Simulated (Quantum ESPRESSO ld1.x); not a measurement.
All-electron atom: neutral iron in [Ar] 3d6 4p2 (not the ground configuration). Method: Dirac Kohn-Sham, PW91, spin-unpolarised, spherical densities, point nucleus; open shells are shared between the two j in proportion to 2j + 1; computed with ld1.x of Quantum ESPRESSO 7.5.

Radial electron density D(r) = 4 pi r^2 rho(r):

```
   r/bohr * D(r) (the largest magnitude, 34.6, reaches the edge; | marks zero)
  0.00904 |            *
  0.01196 |                  *
  0.01595 |                           *
  0.02111 |                                    *
  0.02793 |                                            *
  0.03695 |                                                 *
  0.04889 |                                                *
  0.06469 |                                          *
   0.0856 |                                      *
   0.1142 |                                         *
   0.1511 |                                                   *
   0.1999 |                                                      *
   0.2645 |                                          *
   0.3499 |                         *
    0.463 |                    *
   0.6126 |                         *
    0.817 |                        *
    1.081 |              *
     1.43 |      *
    1.893 |  *
    2.504 |*
    3.313 |*
    4.384 |*
    5.847 *
    7.736 *
    10.24 *
    13.54 *
```

D(r) has 3 maxima, at r = 0.0407, 0.186, 0.696 bohr, and minima at 0.0891, 0.441 bohr, inside which lie 2.12, 10.66 electrons.
